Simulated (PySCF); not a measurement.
# Running PySCF for CdH⁻

The script input.py:

```python
from pyscf import gto, dft

mol = gto.M(
    atom='Cd 0 0 0; H 0 0 1.638',
    basis='def2-svp',
    ecp={'Cd': 'def2-svp'},
    charge=-1,
    spin=0,
    symmetry=True,
    verbose=4,
)
mf = dft.RKS(mol, xc='pbe')
mf.kernel()
mf.dip_moment()
print('orbital energies (hartree):', mf.mo_energy[..., max(0, mol.nelec[1]-3):mol.nelec[0]+3].round(4))
```

```bash
$ python input.py
```

Output (some set-up lines removed):

```
PySCF version 2.14.0

[INPUT] Symbol           X                Y                Z      unit          X                Y                Z       unit  Magmom
[INPUT]  1 Cd     0.000000000000   0.000000000000   0.000000000000 AA    0.000000000000   0.000000000000   0.000000000000 Bohr   0.0
[INPUT]  2 H      0.000000000000   0.000000000000   1.638000000000 AA    0.000000000000   0.000000000000   3.095371392038 Bohr   0.0

nuclear repulsion = 6.46126020659341
point group symmetry = Coov
symmetry origin: [0.         0.         0.06317084]
symmetry axis x: [1. 0. 0.]
symmetry axis y: [0. 1. 0.]
symmetry axis z: [0. 0. 1.]
num. orbitals of irrep A1 = 14
num. orbitals of irrep E1x = 7
num. orbitals of irrep E1y = 7
num. orbitals of irrep E2x = 3
num. orbitals of irrep E2y = 3
num. orbitals of irrep E3x = 1
num. orbitals of irrep E3y = 1
number of shells = 14
number of NR pGTOs = 64
number of NR cGTOs = 36
basis = def2-svp
ecp = {'Cd': 'def2-svp'}

******** <class 'pyscf.dft.rks_symm.SymAdaptedRKS'> ********
method = SymAdaptedRKS
initial guess = minao
damping factor = 0
level_shift factor = 0
DIIS = <class 'pyscf.scf.diis.CDIIS'>
SCF conv_tol = 1e-09
SCF max_cycles = 50
XC functionals = pbe

grids dens level: 3
Freeze 0 electrons in irreps []
    22 free electrons in irreps A1 E1x E1y E2x E2y E3x E3y
Initial guess from minao.
tot grids = 32200
init E= -154.38004096472
HOMO (A1) = -0.701453641443963  LUMO (E1y) = -0.566014748377499  gap/eV = 3.68548
cycle= 1 E= -167.244374500827  delta_E= -12.9  |g|= 1.84  |ddm|= 4.53
HOMO (E2y) = 0.412097621244503  LUMO (E1y) = 0.426380031615183  gap/eV = 0.38864
cycle= 2 E= -154.103313917452  delta_E= 13.1  |g|= 6.42  |ddm|=   13
HOMO (A1) = 0.0600944166183028  LUMO (E1y) = 0.13050949746835  gap/eV = 1.91609
cycle= 3 E= -168.273508884058  delta_E= -14.2  |g|= 0.135  |ddm|= 11.8
HOMO (A1) = 0.100543753869836  LUMO (E1y) = 0.148720823188933  gap/eV = 1.31096
cycle= 4 E= -168.281779051882  delta_E= -0.00827  |g|= 0.0949  |ddm|= 0.965
HOMO (A1) = 0.0879314146887586  LUMO (E1y) = 0.140162871111517  gap/eV = 1.42129
cycle= 5 E= -168.283832419862  delta_E= -0.00205  |g|= 0.0263  |ddm|= 0.217
HOMO (A1) = 0.083463817544934  LUMO (E1y) = 0.136678175712308  gap/eV = 1.44804
cycle= 6 E= -168.284035072764  delta_E= -0.000203  |g|= 0.0042  |ddm|= 0.0731
HOMO (A1) = 0.0834815323629927  LUMO (E1y) = 0.136624174040377  gap/eV = 1.44608
cycle= 7 E= -168.28404025263  delta_E= -5.18e-06  |g|= 0.00138  |ddm|= 0.0139
HOMO (A1) = 0.0832515511212839  LUMO (E1y) = 0.136491964397048  gap/eV = 1.44875
cycle= 8 E= -168.284041212653  delta_E= -9.6e-07  |g|= 0.000143  |ddm|= 0.0046
HOMO (A1) = 0.0832360573701227  LUMO (E1y) = 0.136480740169021  gap/eV = 1.44886
cycle= 9 E= -168.284041218753  delta_E= -6.1e-09  |g|= 1.63e-05  |ddm|= 0.000337
HOMO (A1) = 0.0832351039090597  LUMO (E1y) = 0.136479602512873  gap/eV = 1.44886
cycle= 10 E= -168.284041218848  delta_E= -9.47e-11  |g|= 6.28e-07  |ddm|= 5.33e-05
HOMO (A1) = 0.0832352222441042  LUMO (E1y) = 0.136479750356274  gap/eV = 1.44886
Extra cycle  E= -168.284041218847  delta_E= 2.56e-13  |g|= 9.31e-07  |ddm|= 5.39e-06
converged SCF energy = -168.284041218847

WARN: System has nonzero charge -1; the dipole moment is origin-dependent.
Location of origin: [0. 0. 0.]

Dipole moment(X, Y, Z, Debye):  0.00000,  0.00000,  1.65444
orbital energies (hartree): [-0.2081 -0.0629  0.0832  0.1365  0.1365  0.235 ]
```

In short: E(SCF) = -168.284041 Eh, 10 cycles.

Wall time 1.1 s on one thread of a shared host.

The basis has no diffuse functions, which an anion needs. Stability towards an unrestricted solution was not tested. The bond length is a typed value, not an optimised one. The dipole of an ion depends on the origin.
